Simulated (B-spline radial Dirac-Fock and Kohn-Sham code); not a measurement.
**Electron momentum distribution of In²⁶⁺: Compton profiles**

System: the In²⁶⁺ ion, configuration 1s2 2s2 2p6 3s2 3p6 3d5.

These are calculated numbers from a radial atomic solver; the model is the impulse approximation on configuration-average Dirac-Fock orbitals. pz is in atomic units of momentum; subshell profiles are per electron, for a selection of subshells; open shells are spread over both j values by their weights.

| pz | J total | J 1s1/2 | J 2s1/2 | J 3s1/2 | J 3d5/2 |
| --- | --- | --- | --- | --- | --- |
| 0 | 1.328 | 0.0167 | 0.0595 | 0.129 | 0.0527 |
| 0.4 | 1.324 | 0.0167 | 0.0594 | 0.128 | 0.0527 |
| 0.5 | 1.322 | 0.0167 | 0.0593 | 0.127 | 0.0527 |
| 0.6 | 1.320 | 0.0167 | 0.0592 | 0.126 | 0.0527 |
| 0.8 | 1.314 | 0.0167 | 0.0589 | 0.123 | 0.0527 |
| 1 | 1.305 | 0.0167 | 0.0586 | 0.119 | 0.0527 |
| 1.2 | 1.296 | 0.0167 | 0.0583 | 0.115 | 0.0527 |
| 1.4 | 1.284 | 0.0166 | 0.0578 | 0.111 | 0.0527 |
| 1.6 | 1.271 | 0.0166 | 0.0573 | 0.105 | 0.0527 |
| 1.8 | 1.256 | 0.0166 | 0.0568 | 0.0999 | 0.0526 |
| 2 | 1.239 | 0.0166 | 0.0562 | 0.0941 | 0.0526 |
| 2.5 | 1.191 | 0.0166 | 0.0544 | 0.0788 | 0.0525 |
| 3 | 1.134 | 0.0165 | 0.0523 | 0.0637 | 0.0522 |
| 4 | 1.002 | 0.0164 | 0.0473 | 0.0380 | 0.0509 |
| 5 | 0.8592 | 0.0162 | 0.0417 | 0.0214 | 0.0480 |
| 7 | 0.6003 | 0.0157 | 0.0301 | 0.0105 | 0.0375 |
| 10 | 0.3538 | 0.0148 | 0.0155 | 0.00951 | 0.0197 |
| 15 | 0.1726 | 0.0129 | 0.00395 | 0.00328 | 0.00475 |
| 20 | 0.09256 | 0.0107 | 0.00160 | 0.000640 | 0.00109 |
| 30 | 0.03211 | 0.00668 | 0.00138 | 0.000306 | 7.76e-05 |
| 40 | 0.01378 | 0.00389 | 0.000889 | 0.000213 | 8.66e-06 |
| 60 | 0.003532 | 0.00127 | 0.000254 | 5.96e-05 | < 1e-6 |
| 100 | 0.0004497 | 0.000183 | 2.87e-05 | 6.45e-06 | < 1e-6 |

J(0) = 1.328. The 3p3/2 subshell gives the largest part, 24 %.

Mean momentum ⟨p⟩ by subshell (a.u.): 1s1/2 44.7, 2s1/2 15.9, 2p1/2 21.2, 2p3/2 20.3, 3s1/2 8.20, 3p1/2 9.76, 3p3/2 9.49, 3d3/2 11.3, 3d5/2 11.2.
